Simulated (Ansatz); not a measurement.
Program: Ansatz. Geometries: PBE0-D4/def2-TZVP. ΔE: electronic, gas phase. CCSD(T)/CBS adds triple-zeta CCSD(T) − MP2 to the extrapolated MP2 energy (def2 sets, frozen cores). DFT in def2-TZVPP. B3LYP here is the variant with VWN-RPA as its local correlation; programs differ in this. Elements past krypton have def2 core potentials. For Ge, Sn outer-core shells are correlated without core-valence functions, which leaves a few kJ/mol of doubt a bond. Scalar relativity is left out up to krypton. Each species was taken in one conformer, which may not be the lowest.

`C=N[C](=C)[GeH3]` + `[CH3][SnH3]` → `[GeH3][SnH3]` + `C=NC(=C)C`  (formal exchange of groups at a Ge–C bond)

| level | ΔE (kJ/mol) | difference from CCSD(T)/CBS |
| --- | --- | --- |
| ωB97X-V | -58.1 | -8.8 |
| B2PLYP | -54.9 | -5.6 |
| PBE | -61.0 | -11.7 |
| r2SCAN | -58.6 | -9.3 |
| PBE0 | -63.5 | -14.2 |
| B3LYP | -61.1 | -11.8 |
| HF/def2-TZVPP | -63.0 | -13.7 |
| MP2/def2-TZVPP | -45.8 | 3.5 |
| SCS-MP2/def2-TZVPP | -46.1 | 3.2 |
| CCSD/def2-TZVPP | -50.4 | -1.1 |
| CCSD(T)/def2-TZVPP | -46.5 | 2.8 |
| MP2/def2-QZVPP | -47.6 | 1.7 |
| SCS-MP2/def2-QZVPP | -47.7 | 1.6 |
| HF/CBS(def2) | -63.5 | -14.2 |
| MP2/CBS(def2) | -48.6 | 0.7 |
| CCSD/CBS(def2) | -53.2 | -3.9 |
| CCSD(T)/CBS | -49.3 | 0 |

Largest T1 diagnostic among the species: 0.013.

The D4 term adds +3.4 kJ/mol with B3LYP and +1.7 kJ/mol with PBE0; it sums over pairs of atoms, weighted by their polarisabilities, and B3LYP, whose exchange is more repulsive, gets the larger term. In def2-TZVPP, CCSD(T) changes the Hartree–Fock value by +16.4 kJ/mol (the triples alone add +3.8 kJ/mol) and MP2 by +17.2 kJ/mol.
